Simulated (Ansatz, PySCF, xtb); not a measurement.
Gas-phase reaction in SMILES: CC1=CC=CC1 [1-methylcyclopenta-1,3-diene] + 6 C (CH4) -> 2 C=C (C2H4) + 4 CC (C2H6)
Each molecule is optimised on its own at B3LYP-D3(BJ)/def2-TZVP (Ansatz, a first-principles code), one conformer each, not searched for the lowest. Unstable Hartree-Fock reference: CC1=CC=CC1.

Quantity: bond separation energy (enthalpy at 298 K, with B3LYP-D3(BJ) rigid-rotor harmonic-oscillator terms from PySCF), in kcal/mol. Correlated levels leave the core frozen unless marked. Spin-orbit coupling is left out. Non-relativistic. CBS(X,Y): correlation extrapolated as X^-3; Hartree-Fock from the larger set. The bracket is a focal-point correction in the basis named.

```json
[
 {"level": "GFN1-xTB", "program": "xtb", "bond separation energy (kcal/mol)": "34.1", "minus last row": "6.9"},
 {"level": "HF/6-31G*", "program": "Ansatz", "bond separation energy (kcal/mol)": "20.2", "minus last row": "-7.0"},
 {"level": "PBE-D4/def2-TZVPD", "program": "Ansatz + dftd4", "bond separation energy (kcal/mol)": "30.6", "minus last row": "3.4"},
 {"level": "PBE0-D3(BJ)/def2-TZVP", "program": "Ansatz + dftd3", "bond separation energy (kcal/mol)": "28.5", "minus last row": "1.3"},
 {"level": "CAM-B3LYP-D4/def2-TZVPD", "program": "Ansatz + dftd4", "bond separation energy (kcal/mol)": "26.4", "minus last row": "-0.8"},
 {"level": "LC-wPBE/def2-TZVPD", "program": "Ansatz", "bond separation energy (kcal/mol)": "27.4", "minus last row": "0.2"},
 {"level": "B2PLYP-D4/def2-TZVPD", "program": "Ansatz + dftd4", "bond separation energy (kcal/mol)": "28.4", "minus last row": "1.2"},
 {"level": "SCS-MP2/aug-cc-pVDZ", "program": "Ansatz", "bond separation energy (kcal/mol)": "26.1", "minus last row": "-1.1"},
 {"level": "SCS-MP2/cc-pVDZ", "program": "Ansatz", "bond separation energy (kcal/mol)": "26.5", "minus last row": "-0.7"},
 {"level": "SCS-MP2/cc-pwCVTZ", "program": "Ansatz", "bond separation energy (kcal/mol)": "28.0", "minus last row": "0.8"},
 {"level": "CCSD/6-31G", "program": "Ansatz", "bond separation energy (kcal/mol)": "24.0", "minus last row": "-3.2"},
 {"level": "CCSD/cc-pVDZ", "program": "Ansatz", "bond separation energy (kcal/mol)": "23.0", "minus last row": "-4.2"},
 {"level": "CCSD/cc-pwCVTZ", "program": "Ansatz", "bond separation energy (kcal/mol)": "24.5", "minus last row": "-2.7"},
 {"level": "CCSD(T)/aug-cc-pVDZ", "program": "Ansatz", "bond separation energy (kcal/mol)": "24.7", "minus last row": "-2.5"},
 {"level": "RI-MP2/CBS(cc-pVTZ,cc-pVQZ)+[CCSD(T)-MP2]/cc-pVTZ", "program": "Ansatz", "bond separation energy (kcal/mol)": "27.2", "minus last row": "0.0"}
]
```
